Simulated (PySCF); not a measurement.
Excitation energy of Re by level of theory

Re [Xe] 4f14 5d5 6s2 (6S) → Re [Xe] 4f14 5d7 (4F), as a difference of total energies. Computed with PySCF 2.14 in def2-QZVPPD with the def2 core potential (60 electrons) (7s6p4d4f2g, 91 functions), with scalar relativity through the core potential. Correlated levels: valence: 5s2 5p6 frozen. The calculations carry no spin-orbit coupling.

| method | excitation energy (eV) |
| --- | --- |
| UHF | 5.886 |
| MP2 (valence) | 4.910 |
| SCS-MP2 (valence) | 4.389 |
| CCSD (valence) | 4.894 |
| CCSD(T) (valence) | 4.366 |

How much does correlation contribute at CCSD(T) (valence)?

4.366 − (5.886) = -1.520 eV, measured against UHF.

The coupled-cluster amplitudes are large for the upper state (T1 above 0.03 or a double amplitude above 0.15), so a single reference is strained.
